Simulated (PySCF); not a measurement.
## Magnetic susceptibility: C3H6AsBO2

Geometry (Å), atoms numbered from 1 in this order:
```xyz
13

O     3.364   -1.656    0.806
C     2.793   -1.266   -0.177
C     1.871   -0.181   -0.240
C     1.075    0.731   -0.309
B     0.109    1.903   -0.387
O    -1.191    1.650   -0.241
As   -2.710   -0.688    0.205
H     2.939   -1.745   -1.169
H     0.540    2.984   -0.575
H    -1.790    2.396   -0.280
H    -2.415   -0.829   -1.252
H    -3.239   -2.096    0.213
H    -1.352   -1.203    0.527
```

Level of theory: GIAO PBE0/pcSseg-1 magnetisability, rotational g tensor and spin-rotation constants, non-relativistic, gas phase (PySCF). Geometry: GFN2-xTB.

The bonding changed while the geometry was optimised; results refer to the coordinates, not to the name. The calculation is non-relativistic, which matters for the atoms heavier than Zn.

Task: What are the magnetisability and the molar susceptibility?

Result: Isotropic -1179 × 10⁻³⁰ J/T², or -71.0 × 10⁻⁶ cm³/mol; principal values -1299, -1164, -1073 × 10⁻³⁰ J/T², anisotropy 197 × 10⁻³⁰ J/T² (root of half the summed squared differences of the principal values). The susceptibility is in cgs units.

Task: Split it along the inertial axes a, b, c into diamagnetic and paramagnetic parts about the centre of mass, with the quadrupole moment.

Result: 
| axis | χ (10⁻⁶ cm³/mol) | diamagnetic (10⁻⁶ cm³/mol) | paramagnetic (10⁻⁶ cm³/mol) | summed x² of all electrons (Å²) | quadrupole Θ (D Å) |
| --- | --- | --- | --- | --- | --- |
| a | -70.6 | -606.3 | 535.7 | 442.1 | -12.52 |
| b | -73.8 | -1956.6 | 1882.8 | 123.8 | +10.09 |
| c | -68.6 | -2401.0 | 2332.4 | 19.1 | +2.43 |

Anisotropies 2χaa − χbb − χcc = +1.3 and 2χbb − χaa − χcc = -8.5 × 10⁻⁶ cm³/mol. Θ is traceless in Buckingham's convention.

Task: And the rotational g tensor?

Result: 
| axis | rotational constant (GHz) | g | nuclear part | electronic part |
| --- | --- | --- | --- | --- |
| a | 2.2713 | -0.0220 | 0.5496 | -0.5716 |
| b | 0.5740 | -0.0083 | 0.4995 | -0.5077 |
| c | 0.4677 | -0.0069 | 0.5056 | -0.5125 |

Asymmetric top; isotopes 75As, 11B, 12C, 1H, 16O; no vibrational averaging.
